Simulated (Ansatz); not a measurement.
Computed with Ansatz.

A structure relaxed at PBE0-D4/def2-TZVP, charge 0, multiplicity 1:

```xyz
9

Si    1.418    0.019   -0.448
C    -0.358   -0.040   -0.017
C    -1.631   -0.082   -0.144
N    -1.233   -0.403    1.219
H     2.067    1.121    0.306
H     1.550    0.257   -1.907
H     2.059   -1.266   -0.072
H    -2.538   -0.050   -0.722
H    -1.333    0.443    1.787
```

(1) Give its formula and SMILES.

(2) Summarise the bond lengths by kind.

## Answers

(1) C2H5NSi, `[SiH3]C1=CN1`.

(2) 1 × C–Si 1.829 Å; 3 × H–Si 1.484 to 1.485 Å; 1 × C–C 1.280 Å; 2 × C–N 1.456 to 1.558 Å; 1 × C–H 1.077 Å; 1 × H–N 1.024 Å.
